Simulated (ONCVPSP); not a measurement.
**Sn: ONCV pseudisation with LDA (Perdew-Wang 92), scalar-relativistic reference atom.**

ONCVPSP 4.0.1 was run on this input:

```
# ATOM AND REFERENCE CONFIGURATION
# atsym  z   nc   nv     iexc    psfile
  Sn 50.00    9    2  -001012      upf
#
#   n    l    f
    1    0    2.00
    2    0    2.00
    2    1    6.00
    3    0    2.00
    3    1    6.00
    3    2   10.00
    4    0    2.00
    4    1    6.00
    4    2   10.00
    5    0    2.00
    5    1    2.00
#
# PSEUDOPOTENTIAL AND OPTIMIZATION
# lmax
    1
#
#   l,   rc,      ep,       ncon, nbas, qcut
    0    2.05    0.00    4    8    3.30
    1    2.40    0.00    4    8    3.80
#
# LOCAL POTENTIAL
# lloc, lpopt,  rc(5),   dvloc0
    4    5    1.80   -1.00
#
# VANDERBILT-KLEINMAN-BYLANDER PROJECTORs
# l, nproj, debl
    0    2    1.10
    1    1    3.20
#
# MODEL CORE CHARGE
# icmod, fcfact, rcfact
    3    5.75    1.50
#
# LOG DERIVATIVE ANALYSIS
# epsh1, epsh2, depsh
   -2.00    5.00    0.02
#
# OUTPUT GRID
# rlmax, drl
    6.00    0.01
#
# TEST CONFIGURATIONS
# ncnf
    4
# nvcnf
#   n    l    f
    2
    5    0    2.00
    5    1    1.00
#
    2
    5    0    2.00
    5    1    0.00
#
    2
    5    0    1.00
    5    1    0.00
#
    2
    5    0    0.00
    5    1    4.00
#
```

Command:

```bash
oncvpsp.x < Sn.dat > Sn.out
```

Resulting log (shortened: citation, most of the input echo, consistency checks and plot data are left out):

```
ONCVPSP  (Optimized Norm-Conservinng Vanderbilt PSeudopotential)
scalar-relativistic version 4.0.1

#   n    l    f        energy (Ha)
    1    0    2.00    -1.0650008E+03
    2    0    2.00    -1.6081037E+02
    2    1    6.00    -1.4444786E+02
    3    0    2.00    -3.1012425E+01
    3    1    6.00    -2.5665022E+01
    3    2   10.00    -1.7407746E+01
    4    0    2.00    -4.9118186E+00
    4    1    6.00    -3.2913726E+00
    4    2   10.00    -9.5195564E-01
    5    0    2.00    -3.9728240E-01
    5    1    2.00    -1.4213463E-01

Reference configufation results
  iterations    21
  all-electron total energy (Ha)   -6.17186696D+03

Begin loop to  construct optimized pseudo wave functions
and semi-local pseudopoentials for all angular momenta

   Wellstate for l =  0  n =  6
     eigenvalue =   0.7027
     asymptotic potential =   1.2027
     half-point radius =  3.8515

Calculating optimized projector #   1

 for l=   0

    Fraction of norm inside rc  0.387967
    Optimizing pswf for qcut=   3.30 a_B^-1,  ecut=   5.45 Ha
    Residual kinetic energy error=  1.93D-03 Ha

    Energy error per electron        Cutoff
         Ha          eV             Ha
         0.01000     0.27211        4.01
         0.00100     0.02721        7.17
         0.00010     0.00272       33.24
         0.00001     0.00027       41.37

Calculating optimized projector #   2

 for l=   0

    Fraction of norm inside rc  0.199913
    Optimizing pswf for qcut=   3.30 a_B^-1,  ecut=   5.45 Ha
    Residual kinetic energy error=  3.60D-03 Ha

    Energy error per electron        Cutoff
         Ha          eV             Ha
         0.01000     0.27211        4.78
         0.00100     0.02721        9.65
         0.00010     0.00272       46.05
         0.00001     0.00027       57.68

Calculating optimized projector #   1

 for l=   1

    Fraction of norm inside rc  0.285234
    Optimizing pswf for qcut=   3.80 a_B^-1,  ecut=   7.23 Ha
    Residual kinetic energy error=  8.96D-05 Ha

    Energy error per electron        Cutoff
         Ha          eV             Ha
         0.01000     0.27211        1.55
         0.00100     0.02721        5.13
         0.00010     0.00272        7.32
         0.00001     0.00027       27.27

Construct Vanderbilt / Kleinmman-Bylander projectors

B matrix Hermiticity error, ll=   0
   1   2    8.0190E-05

  Orthonormal projector coefficients  6.0986E+00  9.6027E-01

Model core correction analysis
  based on d2Exc/dn_idn_j

d2excae - all-electron derivatives

   -2.301286D-02   -1.879554D-02
   -1.879452D-02   -2.156093D-02

d2excps - pseudofunction derivatives with no core correction

   -3.786890D-02   -2.576146D-02
   -2.576459D-02   -2.519726D-02

rms 2nd derivative error    9.097122E-03

rmatch, rhocmatch    1.9359    0.4465

Teter function model core charge with specified parameters

d2excps - pseudofunction derivatives with core correction

   -2.172288D-02   -1.695413D-02
   -1.695305D-02   -1.948096D-02

rms 2nd derivative error    1.786908E-03

Pseudoatom total energy   -3.530091

Diagnostic tests using Vanderbilt-Kleinman-Bylander pseudopotentials
  1 or more projectors used as specified by nproj input data

   l    rcore       rmatch      e in        delta e   norm test  slope test

   0   2.0552780   2.1176807  -0.3972824  -0.0000019   1.0000312   1.0000531
   0   2.0552780   2.1176807   0.7027176  -0.0000123   1.0010210   1.0010210

   1   2.4011433   2.4740472  -0.1421346  -0.0000000   1.0000011   0.9999725

 Testing for bound ghosts
   n   l    E NL Schr. Eq   E Basis Diag.   E Cutoff

   1   0       -0.397284       -0.395025     61.73

   2   1       -0.142135       -0.136030     38.26

 Testing for highly-localized positive-energy ghosts
       l    <radius>/rc     E Basis Diag.   E Cutoff

       0        0.237759        0.752395     61.73  WARNING - GHOST(+)

Test configuration 0

   n   l     f        eae           eps        diff
   1   0  2.0000-1065.00076420
   2   0  2.0000 -160.81036882
   2   1  6.0000 -144.44786101
   3   0  2.0000  -31.01242538
   3   1  6.0000  -25.66502207
   3   2 10.0000  -17.40774624
   4   0  2.0000   -4.91181856
   4   1  6.0000   -3.29137257
   4   2 10.0000   -0.95195564
   5   0  2.0000   -0.39728240   -0.39728427   -1.87D-06
   5   1  2.0000   -0.14213463   -0.14213464   -1.36D-08

    Total energies and differences
      AE_ref= -6.17186696D+03  AE_tst= -6.17186696D+03  dif=  0.00D+00
      PS_ref= -3.53009138D+00  PS_tst= -3.53009138D+00  dif=  8.88D-16
      PSP excitation error= -8.88D-16

Test configuration 1

   n   l     f        eae           eps        diff
   1   0  2.0000-1065.29930900
   2   0  2.0000 -161.10731984
   2   1  6.0000 -144.74501208
   3   0  2.0000  -31.30906263
   3   1  6.0000  -25.96167581
   3   2 10.0000  -17.70433789
   4   0  2.0000   -5.20798930
   4   1  6.0000   -3.58749486
   4   2 10.0000   -1.24699447
   5   0  2.0000   -0.66727465   -0.67013018   -2.86D-03
   5   1  1.0000   -0.38657080   -0.38924492   -2.67D-03

    Total energies and differences
      AE_ref= -6.17186696D+03  AE_tst= -6.17160634D+03  dif=  2.61D-01
      PS_ref= -3.53009138D+00  PS_tst= -3.26839489D+00  dif=  2.62D-01
      PSP excitation error= -1.07D-03

Test configuration 2

   n   l     f        eae           eps        diff
   1   0  2.0000-1065.65511441
   2   0  2.0000 -161.45983755
   2   1  6.0000 -145.09792221
   3   0  2.0000  -31.66081919
   3   1  6.0000  -26.31346242
   3   2 10.0000  -18.05601772
   4   0  2.0000   -5.55827565
   4   1  6.0000   -3.93755159
   4   2 10.0000   -1.59461172
   5   0  2.0000   -0.97496021   -0.98606262   -1.11D-02

    Total energies and differences
      AE_ref= -6.17186696D+03  AE_tst= -6.17108237D+03  dif=  7.85D-01
      PS_ref= -3.53009138D+00  PS_tst= -2.73802184D+00  dif=  7.92D-01
      PSP excitation error= -7.47D-03

Test configuration 3

   n   l     f        eae           eps        diff
   1   0  2.0000-1066.10896006
   2   0  2.0000 -161.90766057
   2   1  6.0000 -145.54613910
   3   0  2.0000  -32.10825062
   3   1  6.0000  -26.76088490
   3   2 10.0000  -18.50318867
   4   0  2.0000   -6.00258913
   4   1  6.0000   -4.38099479
   4   2 10.0000   -2.03153991
   5   0  1.0000   -1.33969498   -1.36546918   -2.58D-02

    Total energies and differences
      AE_ref= -6.17186696D+03  AE_tst= -6.16992671D+03  dif=  1.94D+00
      PS_ref= -3.53009138D+00  PS_tst= -1.56425377D+00  dif=  1.97D+00
      PSP excitation error= -2.56D-02

Test configuration 4

   n   l     f        eae           eps        diff
   1   0  2.0000-1065.11027955
   2   0  2.0000 -160.91784493
   2   1  6.0000 -144.55508317
   3   0  2.0000  -31.12142994
   3   1  6.0000  -25.77394708
   3   2 10.0000  -17.51645372
   4   0  2.0000   -5.02063026
   4   1  6.0000   -3.39967558
   4   2 10.0000   -1.05587841
   5   1  4.0000   -0.18489592   -0.18488432    1.16D-05

    Total energies and differences
      AE_ref= -6.17186696D+03  AE_tst= -6.17133760D+03  dif=  5.29D-01
      PS_ref= -3.53009138D+00  PS_tst= -2.99947738D+00  dif=  5.31D-01
      PSP excitation error= -1.25D-03
```

The run took about 3.2 s on one core of a shared server CPU.
